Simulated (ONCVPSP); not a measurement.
## lead, ONCV: configuration errors across variants

```json
{
 "Element": "Pb (Z = 82)",
 "Generator": "ONCVPSP 4.0.1",
 "Type": "optimised norm-conserving Vanderbilt (ONCV)",
 "Functional": "BLYP",
 "Relativity": "scalar-relativistic",
 "Frozen core": "[Xe] 4f14",
 "Valence charge": "14",
 "Reference configuration": "5d10 6s2 6p1 (charge +1)",
 "Partial waves": "6s: rc 1.60 bohr, ncon 3, nbas 6, qcut 3.2 1/bohr, 2 projectors, debl 3.1 Ha; 6p: rc 2.10 bohr, ncon 3, nbas 6, qcut 3.3 1/bohr, 2 projectors, debl 0.6 Ha; 5d: rc 1.30 bohr, ncon 3, nbas 6, qcut 6.5 1/bohr, 2 projectors, debl 2.5 Ha",
 "Local potential": "polynomial inside 1.05 bohr (lpopt 5, dvloc0 3 Ha)",
 "Core correction": "Teter function, fcfact 5, rcfact 1.1"
}
```

All-electron excitation energies from the reference (eV): (1) 5d10 6s2 6p2 -6.537; (2) 5d10 6s2 6p0 13.495; (3) 5d10 6s1 6p0 45.961; (4) 5d10 6s1 6p3 2.207.

A true bound ghost makes a file unfit for plane-wave use even where its test errors are small: the radial tests pick states by their node count and pass the ghost by.

Errors AE − PS in meV (a dash: test not solved or not reliable):

| change | (1) | (2) | (3) | (4) | bound ghosts | GHOST(+) flags above zero |
| --- | --- | --- | --- | --- | --- | --- |
| base | +3.5 | -5.2 | +0.1 | -3.8 | s, p | s |
| p: qcut 2.1 | +3.3 | -4.3 | +0.2 | -2.7 | s, p | s |
| p: qcut 2.5 | +3.3 | -4.5 | +0.2 | -2.9 | s, p | s |
| p: qcut 3.1 | +3.5 | -5.0 | +0.2 | -3.6 | s, p | s |
| p: qcut 3.4 | +3.5 | -5.3 | +0.1 | -3.9 | s, p | s |
| p: qcut 3.8 | +3.6 | -5.6 | +0.1 | -4.3 | s, p | s |
| p: qcut 4.2 | +3.6 | -5.7 | +0.1 | -4.4 | s, p | s |
| p: qcut 4.6 | +3.6 | -5.9 | -0.5 | -4.3 | s, p | s, p |
| p: qcut 4.9 | +3.6 | -5.8 | -0.4 | -4.2 | s, p | s, p |

Q: Give the same row for: p: qcut 2.8.

A: +3.4, -4.7, +0.2, -3.2; bound ghosts: s, p; GHOST(+) flags above zero: s.
